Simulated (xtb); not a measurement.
xtb input:

```bash
xtb mol.xyz --gfn 2 --sp --chrg 1 --uhf 0
```
mol.xyz:
```
11

C     -1.27726357     0.52594684     0.08080233
C     -1.07437100    -0.85180271    -0.00518578
N      0.14310714    -1.39838559    -0.08476388
C      1.17666305    -0.59810344    -0.08085814
N      1.04697866     0.74328450     0.00014731
C     -0.16333249     1.33070628     0.08174717
H     -2.26719343     0.95312950     0.14453253
H     -1.91135826    -1.54022777    -0.01062920
H      2.18208924    -0.99606322    -0.14355622
H      1.88370071     1.31895559    -0.00077190
H     -0.18801480     2.40943177     0.14370733
```

**Question.** Predict the final energy.

**Answer.** -16.49963 Eh (GFN2-xTB).

It need not be the lowest isomer of its formula.
